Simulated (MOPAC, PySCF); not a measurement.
C₂H₆Ge, SMILES `C=[CH][GeH3]`, neutral singlet in the gas phase. 

Cartesian coordinates (Å):
SMILES: [CH]([GeH3])=C
```xyz
9

C     -1.5450    -0.3503    -0.0042
C     -0.5305     0.4356     0.3395
Ge     1.3215     0.0658    -0.1398
H     -1.4008    -1.2580    -0.5806
H     -2.5686    -0.1221     0.2753
H     -0.7343     1.3327     0.9176
H      1.9001     1.2158    -0.9860
H      2.1885    -0.0764     1.1255
H      1.3689    -1.2431    -0.9474
```
Charge 0, multiplicity 1.

All levels are single points at this geometry (B3LYP-D3(BJ)/def2-TZVP); Pople sets use spherical d functions. Orbital energies aren't observables, and empty levels follow the basis.

PM7 in MOPAC gives dipole (D) = 0.41.

**Question.** Estimate the dipole (D) from each of these levels: TPSSh-D3(BJ)/def2-TZVP in PySCF; B3LYP/3-21G in PySCF; B3LYP/LANL2DZ in PySCF; M06-2X/6-31G* in PySCF; HF/3-21G in PySCF.

**Answer.** 
| level | dipole (D) |
|---|---|
| TPSSh-D3(BJ)/def2-TZVP in PySCF | 0.61 |
| B3LYP/3-21G in PySCF | 0.57 |
| B3LYP/LANL2DZ in PySCF | 0.52 |
| M06-2X/6-31G* in PySCF | 0.60 |
| HF/3-21G in PySCF | 0.66 |
